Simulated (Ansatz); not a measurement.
## Be, singlet: CASSCF and its corrections

Calculated in Ansatz's Gaussian-basis code. Basis aug-cc-pVTZ, nonrelativistic, no frozen core. State-specific CASSCF; RHF is the lowest restricted (open-shell) Hartree–Fock solution met. No symmetry is imposed, so a solution can break that of the shape. The lowest solution met needn't be the lowest there is, nor hold the orbitals that a chemist would pick.

System: a free atom or ion.

**Question.** What do CASSCF and its corrections give against RHF in CAS(2,4), and what are the occupations?

**Answer.** CASSCF -1.186 eV, SC-NEVPT2 -1.367 eV; occupations 1.80, 0.07, 0.07, 0.07.
